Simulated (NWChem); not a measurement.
Correlation energy of Cl₂Hg

```xyz
3

Hg     0.0000     0.0000     0.0000
Cl     0.0000     0.0000     2.2823
Cl     0.0000     0.0000    -2.2823
```
Charge 0, spin multiplicity 1.

The numbers come from NWChem runs, not from measurements. All single points use one geometry, from PBE0/def2-SVP with def2 effective core potentials on Hg, a minimum by its harmonic frequencies.

Basis set: def2-SVP. Each correlation energy counts from its own Hartree-Fock reference.

Effective core potentials replace the inner electrons of Hg; spin-orbit coupling is left out. The correlated methods keep 14 core orbitals frozen. The structure started from a generated list of species. No row is a measurement; the coupled-cluster row has its own basis-set and correlation limits.

Question: Order these methods by the correlation energy they give, lowest first: MP2, SCS-MP2, CCSD, CCSD+T(CCSD), CCSD(T).

Answer: CCSD+T(CCSD) (-570.7 mHa), CCSD(T) (-569.6 mHa), CCSD (-558.2 mHa), MP2 (-549.9 mHa), SCS-MP2 (-507.3 mHa)
